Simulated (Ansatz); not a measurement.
Mulliken charges of `F[SiH2][NH][GeH3]` from r2SCAN/def2-TZVPP in Ansatz (PBE0-D4/def2-TZVP geometry).

```json
{"atom": "F1", "x (Å)": "-1.184", "y (Å)": "2.279", "z (Å)": "-0.151", "charge (e)": "-0.332"}
{"atom": "Si2", "x (Å)": "0.018", "y (Å)": "1.476", "z (Å)": "0.546", "charge (e)": "0.639"}
{"atom": "N3", "x (Å)": "-0.238", "y (Å)": "-0.201", "z (Å)": "0.608", "charge (e)": "-0.459"}
{"atom": "Ge4", "x (Å)": "0.096", "y (Å)": "-1.434", "z (Å)": "-0.725", "charge (e)": "0.249"}
{"atom": "H5", "x (Å)": "0.116", "y (Å)": "2.014", "z (Å)": "1.923", "charge (e)": "-0.099"}
{"atom": "H6", "x (Å)": "1.216", "y (Å)": "1.743", "z (Å)": "-0.281", "charge (e)": "-0.098"}
{"atom": "H7", "x (Å)": "-0.782", "y (Å)": "-0.555", "z (Å)": "1.381", "charge (e)": "0.142"}
{"atom": "H8", "x (Å)": "0.948", "y (Å)": "-0.705", "z (Å)": "-1.771", "charge (e)": "0.003"}
{"atom": "H9", "x (Å)": "-1.222", "y (Å)": "-1.932", "z (Å)": "-1.345", "charge (e)": "-0.022"}
{"atom": "H10", "x (Å)": "0.858", "y (Å)": "-2.626", "z (Å)": "-0.122", "charge (e)": "-0.023"}
```

Problem. By hand: the dipole of these point charges (1 e Å = 4.8032 D).

Solution. Σ q r = (0.306, -0.426, 0.000) e Å, of length 0.525 e Å = 2.52 D.

Problem. How does the dipole of the full density compare? (Estimate.)

Solution. Computed: (0.082, -0.378, 0.136) e Å, 1.97 D; the point charges give 1.28 times that, at 30° from its direction.

Point charges leave out the atoms' own dipoles, such as those of lone pairs, and Mulliken's split depends on the basis, so the two needn't agree.
